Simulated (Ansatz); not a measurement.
Steps of a relaxation of `BC(N)=[Se]` with RKS PBE0-D4/def2-TZVP.

```sh
$ ansatz run in.yaml --threads 2 --pin off --events-out ev --progress --plain --max-ram 4352MiB
```

```yaml
crystal:
  periodic: [false, false, false]
  atoms:
    - {symbol: B, position_ang: [-0.119355, 1.141069, -0.624134]}
    - {symbol: C, position_ang: [-0.022564, -0.298842, -0.085970]}
    - {symbol: N, position_ang: [0.257944, -1.009182, 0.992037]}
    - {symbol: Se, position_ang: [-0.524520, -0.794126, -1.767740]}
    - {symbol: H, position_ang: [-1.136055, 1.781547, -0.419414]}
    - {symbol: H, position_ang: [0.895571, 1.700325, -1.002270]}
    - {symbol: H, position_ang: [0.215325, -2.033779, 0.987961]}
    - {symbol: H, position_ang: [0.525855, -0.544113, 1.863629]}
basis:
  gaussian: {orbitals: def2-TZVP}
hamiltonian: {xc: pbe0, dispersion: d4}
relax: {f_tol: 0.005, max_steps: 150}
```

Positions (Å) and forces (eV/Å) along the path, 6 of 6 steps:

```xyz
8
step=1 energy=-68607.3440 eV
B    -0.119    1.141   -0.624    0.014    0.183    0.022
C    -0.023   -0.299   -0.086    0.072   -0.295    0.295
N     0.258   -1.009    0.992   -0.044    0.115   -0.163
Se   -0.525   -0.794   -1.768    0.123    0.145    0.408
H    -1.136    1.782   -0.419    0.397   -0.299   -0.073
H     0.896    1.700   -1.002   -0.397   -0.268    0.155
H     0.215   -2.034    0.988    0.018    0.714   -0.038
H     0.526   -0.544    1.864   -0.185   -0.296   -0.606
8
step=2 energy=-68607.3786 eV
B    -0.118    1.137   -0.617    0.001    0.040   -0.003
C    -0.022   -0.295   -0.083    0.011   -0.079    0.052
N     0.256   -1.000    0.984   -0.008    0.046   -0.033
Se   -0.521   -0.791   -1.755    0.034    0.046    0.113
H    -1.125    1.762   -0.415    0.120   -0.082   -0.018
H     0.887    1.682   -0.992   -0.117   -0.073    0.051
H     0.213   -2.012    0.978    0.003    0.176   -0.015
H     0.521   -0.541    1.846   -0.045   -0.073   -0.147
8
step=3 energy=-68607.3811 eV
B    -0.118    1.134   -0.617    0.004   -0.015    0.016
C    -0.022   -0.295   -0.084   -0.005   -0.005   -0.015
N     0.255   -0.996    0.981    0.004    0.009    0.011
Se   -0.520   -0.791   -1.752    0.001    0.012    0.001
H    -1.119    1.756   -0.411   -0.008    0.002   -0.005
H     0.884    1.675   -0.985    0.004    0.002   -0.009
H     0.213   -2.004    0.974   -0.001   -0.007   -0.004
H     0.519   -0.537    1.839    0.002    0.002    0.005
8
step=4 energy=-68607.3811 eV
B    -0.117    1.134   -0.615   -0.004   -0.001   -0.013
C    -0.022   -0.295   -0.083   -0.002   -0.005   -0.006
N     0.255   -0.996    0.982    0.002    0.004    0.006
Se   -0.520   -0.788   -1.752    0.000   -0.002    0.001
H    -1.120    1.755   -0.414    0.001    0.003    0.006
H     0.883    1.675   -0.988    0.002    0.003    0.006
H     0.213   -2.004    0.974   -0.001   -0.003   -0.002
H     0.520   -0.538    1.840    0.001    0.001    0.002
8
step=5 energy=-68607.3811 eV
B    -0.117    1.134   -0.616    0.000   -0.005    0.001
C    -0.022   -0.295   -0.084    0.002    0.010    0.006
N     0.255   -0.996    0.982   -0.002   -0.008   -0.006
Se   -0.520   -0.789   -1.752   -0.002   -0.002   -0.006
H    -1.119    1.755   -0.413    0.000   -0.001    0.000
H     0.883    1.675   -0.987    0.000   -0.001    0.000
H     0.213   -2.004    0.974    0.000    0.003    0.001
H     0.519   -0.538    1.839    0.001    0.003    0.004
8
step=6 energy=-68607.3811 eV
B    -0.117    1.134   -0.616    0.000   -0.001    0.000
C    -0.022   -0.295   -0.084    0.001    0.000    0.002
N     0.255   -0.996    0.982    0.000    0.001   -0.001
Se   -0.520   -0.789   -1.752    0.000    0.000   -0.001
H    -1.119    1.755   -0.413    0.000    0.000    0.000
H     0.883    1.675   -0.987    0.000    0.000    0.000
H     0.213   -2.004    0.974    0.000    0.000    0.000
H     0.519   -0.538    1.839    0.000    0.000    0.000
```

It took 20 s on 2 threads of an Intel Xeon Platinum 8488C on a shared host, with 0.39 GiB of host memory at the peak.
